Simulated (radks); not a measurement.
The numbers below are computed, except where a source is named.
Task: The hydrogen anion H-, [He], held by a Watson sphere: a shell of charge +1 at radius R that stands for the Madelung well of a crystal (potential energy -1/R inside, -1/r outside, in hartree with lengths in bohr). Code: a radial shooting solver on a logarithmic mesh with Libxc functionals. Model: non-relativistic Kohn-Sham, LB94 model potential, spin-polarised, spherical densities, point nucleus. Response by self-consistent Sternheimer equations with the Hartree and adiabatic LDA kernel. The sphere does not respond.

| R (bohr) | e(1s) (eV) | <r> 1s (bohr) | sum of <r^2> (bohr^2) | X-ray form factor at sin(theta)/lambda = 0.2 1/angstrom | alpha (bohr^3) |
|---|---|---|---|---|---|
| 2.54 | -9.421 | 1.939 | 10.05 | 0.660 | 20.49 |
| 2.7 | -9.087 | 1.974 | 10.45 | 0.644 | 22.34 |
| 3.09 | -8.367 | 2.048 | 11.36 | 0.617 | 26.96 |

Estimate the row for R = 3.28 bohr.

Result: e(1s) (eV) -8.056; <r> 1s (bohr) 2.078; sum of <r^2> (bohr^2) 11.77; X-ray form factor at sin(theta)/lambda = 0.2 1/angstrom 0.607; alpha (bohr^3) 29.24.
